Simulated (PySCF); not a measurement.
# C$_{2}$H$_{6}$In, SMILES `[CH3][In][CH3]` (charge 0, multiplicity 2)

Method: TPSSh-D3(BJ)/def2-TZVP // B3LYP-D3(BJ)/def2-TZVP in PySCF 2.14.0.

The highest occupied spin orbital comes out as -4.43 eV and the dipole moment is 0.09 D. The total energy is -269.8952 Ha and the cost comes out as roughly 7 core-minutes.

```xyz
9

C      1.8840    -0.1891    -0.1696
In    -0.0866    -0.1505     0.8807
C     -1.8852     0.1876    -0.3994
H      1.9029    -1.0707    -0.8133
H      2.7151    -0.2274     0.5304
H      1.9560     0.7081    -0.7873
H     -2.8093     0.0773     0.1631
H     -1.8572    -0.5334    -1.2186
H     -1.8197     1.1982    -0.8077
```
Charge 0, spin multiplicity 2.
